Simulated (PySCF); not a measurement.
# How methods differ on the excitation energy of Nb²⁺

Nb²⁺ [Kr] 4d3 (4F) → Nb²⁺ [Kr] 4d2 5s1 (4F), as a difference of total energies. Computed with PySCF 2.14 in def2-QZVPPD with the def2 core potential (28 electrons), with a scalar-relativistic core potential. Correlated levels: valence: 4s2 4p6 frozen. The calculations carry no spin-orbit coupling.

```tsv
method	excitation energy (eV)
UHF	3.041
MP2 (valence)	3.124
SCS-MP2 (valence)	3.069
CCSD (valence)	3.123
CCSD(T) (valence)	3.123
```

**Question.** How much does correlation contribute at CCSD(T) (valence)?

**Answer.** 3.123 − (3.041) = 0.082 eV, measured against UHF.
